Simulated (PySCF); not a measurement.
B(Cl)(Et)(OH) (C₂H₆BClO), SMILES CCB(O)Cl.

The structure is a stationary point at PBE0-D3(BJ)/def2-SVP. This is a generated structure with no PubChem entry under its InChIKey; it may be hypothetical. The values are those of a single conformer.

Calculation: TDDFT-ωB97X/def2-SVPD (PySCF).

Vertical excitations. The molecule is in vacuum.

Computed UV-visible absorptions:
```
state  energy (eV)  λ (nm)      f                                                                  main pairs
-----  -----------  ------  -----  --------------------------------------------------------------------------
S1            7.61     163  0.002                                                            HOMO→LUMO+1 84 %
S2            8.11     153  0.001                                                          HOMO−1→LUMO+1 73 %
S3            8.56     145  0.091                        HOMO−2→LUMO+1 47 %, HOMO→LUMO 23 %, HOMO−1→LUMO 10 %
S4            8.71     142  0.069                         HOMO→LUMO 50 %, HOMO−2→LUMO+1 19 %, HOMO−2→LUMO 9 %
S5            8.93     139  0.018                      HOMO−2→LUMO 56 %, HOMO−2→LUMO+1 13 %, HOMO−1→LUMO 11 %
S6            9.05     137  0.051                      HOMO−1→LUMO 38 %, HOMO−3→LUMO+1 16 %, HOMO−2→LUMO 13 %
S7            9.16     135  0.042                      HOMO−3→LUMO+1 57 %, HOMO−1→LUMO 15 %, HOMO−3→LUMO 15 %
S8            9.60     129  0.027   HOMO−3→LUMO 21 %, HOMO−1→LUMO+2 16 %, HOMO→LUMO+2 11 %, HOMO−3→LUMO+1 7 %
S9            9.64     129  0.023     HOMO→LUMO+2 21 %, HOMO−2→LUMO+2 13 %, HOMO−3→LUMO 11 %, HOMO→LUMO+3 6 %
S10           9.70     128  0.006  HOMO−4→LUMO+1 31 %, HOMO→LUMO+2 13 %, HOMO−4→LUMO 11 %, HOMO−1→LUMO+2 10 %
T1            7.12     174      0                                                            HOMO→LUMO+1 75 %
T2            7.72     160      0                                      HOMO−2→LUMO+1 68 %, HOMO−1→LUMO+1 11 %
T3            7.84     158      0                                      HOMO−1→LUMO+1 63 %, HOMO−2→LUMO+1 10 %
T4            8.52     146      0                                           HOMO→LUMO 58 %, HOMO−3→LUMO+1 9 %
```
Triplets are in the Tamm–Dancoff approximation, which puts them higher than full response would, so one can lie above its singlet here.
